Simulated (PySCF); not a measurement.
C6H9OP.
Z-matrix (Å and degrees, GFN2-xTB geometry), rows numbered from 1:
```
O 
C   1  1.1633
P   2  1.6398  1  173.21
C   3  1.8886  2   97.43  1   179.91
C   4  1.5413  3  115.02  2    63.41
C   5  1.5393  4  105.44  3  -143.79
C   6  1.5306  5  105.45  4   -10.50
C   7  1.5243  6  103.22  5    33.44
H   4  1.0961  3  103.73  2  -177.33
H   5  1.0897  4  110.33  3    95.48
H   5  1.0902  4  111.42  3   -23.83
H   6  1.0888  5  112.01  4  -132.52
H   6  1.0905  5  109.93  4   107.47
H   7  1.0887  6  112.33  5   154.99
H   7  1.0912  6  110.29  5   -83.83
H   8  1.0891  4  112.33  3   -73.94
H   8  1.0916  4  110.72  3    47.62
```

Computed with TDDFT CAM-B3LYP/def2-SVPD, vertical, gas phase, core orbitals frozen in the response in PySCF 2.14.0, density-fitted response routines. GFN2-xTB frequencies show an imaginary mode (23i cm⁻¹), so this geometry is no minimum at that level.

Frontier orbitals with the atoms that hold most of them (Löwdin shares over 4%, at most four atoms; ? is withheld):

| orbital | ε (eV) | atoms |
| --- | --- | --- |
| LUMO+2 | 1.33 | C7 11%, C6 11%, C2 8%, C5 7% |
| LUMO+1 | 0.67 | P3 36%, C2 29%, O1 20%, C4 6% |
| LUMO | ? | ? |
| HOMO | -7.66 | P3 44%, C2 25%, O1 16%, C4 6% |
| HOMO-1 | -9.40 | ? |
| HOMO-2 | -10.68 | C6 19%, C5 17%, H13 12%, C7 9% |
| HOMO-3 | -11.05 | C8 21%, C7 16%, C4 14%, H17 12% |

**Question.** Give the leading atoms of the LUMO.

**Answer.** C2 (bonded to O and P) 34%; O1 (bonded to C) 27%; P3 (bonded to 2 C) 21%; C4 (bonded to 2 C, P and H) 10%. By element: carbon 44% or more, oxygen 27%, phosphorus 21%.

**Question.** Give the leading atoms of the HOMO-1.

**Answer.** P3 (bonded to 2 C) 50%; C4 (bonded to 2 C, P and H) 16%; C2 (bonded to O and P) 11%; O1 (bonded to C) 6%. By element: phosphorus 50%, carbon 27% or more, oxygen 6%.

**Question.** What is the LUMO energy, and the HOMO–LUMO gap?

**Answer.** ε(LUMO) = -0.69 eV; the gap is 6.98 eV (0.2564 hartree).

**Question.** The HOMO–LUMO gap is 6.98 eV. Where does the response calculation put the lowest singlet, and from which orbitals?

**Answer.** S1 is at 2.68 eV (f = 0.0007), 4.30 eV below the gap, made of HOMO→LUMO (98%). Without the coupling terms of the response equations the lowest excitation would equal the gap.

**Question.** One configuration dominates each of S1 and S4. Which, and how do the shares of the two leading atoms of either orbital change from the occupied to the empty one?

**Answer.** 
- S1 (2.68 eV, f 0.0007), HOMO→LUMO (98%): P3 44% → 21%, C2 25% → 34%, O1 16% → 27%
- S4 (6.29 eV, f 0.013), HOMO-1→LUMO+1 (89%): P3 50% → 36%, C4 16% → 6%, C2 11% → 29%

One conformer stands for the species.
